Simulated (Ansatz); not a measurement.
Born–Oppenheimer molecular dynamics of a periodic cell of 12 atoms, O (packed as 6 O2, density as packed 0.87 g/cm³ with natural masses). It starts from a partly relaxed structure (largest force component 0.25 eV/Å).

Method: Ansatz 0.2.0, DFT PBE-D3(BJ), scalar-relativistic, plane waves, PAW. Settings: cutoff 420 eV, k mesh 1x1x1, fermi-dirac smearing 0.05 eV, spin collinear.

```yaml
ensemble: NVT, Langevin thermostat
time_step: 1.5 fs
steps_asked: 300
set_temperature: 1000 K
friction: 0.02 /fs
seed: 251906
```

First frame:

```xyz
12
Lattice="7.1570 0.0000 0.0000 0.0000 7.1570 0.0000 0.0000 0.0000 7.1570" Properties=species:S:1:pos:R:3
O 0.842 0.313 5.385
O 1.245 1.287 4.770
O 5.490 6.583 1.637
O 5.323 5.634 0.889
O 3.841 6.186 4.567
O 3.224 5.566 3.717
O 2.109 1.096 1.553
O 1.461 2.124 1.429
O 4.120 2.910 5.421
O 4.000 3.097 6.622
O 7.447 4.271 3.906
O 6.477 3.788 3.349
```

**Question.** What does the run give?

**Answer.** All steps were run.

- steps done: 300
- time covered: 450 fs
- mean temperature over the second half: 1081 K
- spread of the potential energy over the second half: 23.2 meV per atom
- mean potential energy of the second half above the start: 45.6 meV per atom

A run of 0.45 ps of so small a system gives no equilibrium averages. Limits of this set-up: coarse k mesh.

**Question.** What happens to the structure?

**Answer.** Mean squared displacements from the first frame to the last, about the centre of mass: O 2.53 Å². Another seed would give other details.

**Question.** How do temperature and energy run in time?

**Answer.** 
| time (fs) | T (K) | potential energy less start (eV) |
| --- | --- | --- |
| 0.0 | 917 | 0.000 |
| 15.0 | 681 | 0.133 |
| 30.0 | 698 | 0.135 |
| 45.0 | 837 | 0.210 |
| 60.0 | 781 | 0.311 |
| 75.0 | 819 | 0.408 |
| 90.0 | 704 | 0.380 |
| 105.0 | 854 | 0.567 |
| 120.0 | 1263 | 0.331 |
| 135.0 | 862 | 0.391 |
| 150.0 | 909 | 0.480 |
| 165.0 | 727 | 0.275 |
| 180.0 | 1029 | 0.286 |
| 195.0 | 1081 | 0.218 |
| 210.0 | 703 | 0.489 |
| 225.0 | 930 | 0.150 |
| 240.0 | 782 | 0.267 |
| 255.0 | 1012 | 0.469 |
| 270.0 | 1058 | 0.250 |
| 285.0 | 1038 | 0.497 |
| 300.0 | 1315 | 0.364 |
| 315.0 | 996 | 0.672 |
| 330.0 | 796 | 1.067 |
| 345.0 | 800 | 1.136 |
| 360.0 | 764 | 0.891 |
| 375.0 | 1223 | 0.607 |
| 390.0 | 1371 | 0.288 |
| 405.0 | 1082 | 0.268 |
| 420.0 | 1469 | 0.555 |
| 435.0 | 1288 | 0.785 |
| 450.0 | 1026 | 0.530 |

Run time: 30 min on 1 thread of Arm Neoverse N1, on a shared host, peak memory 0.43 GiB.
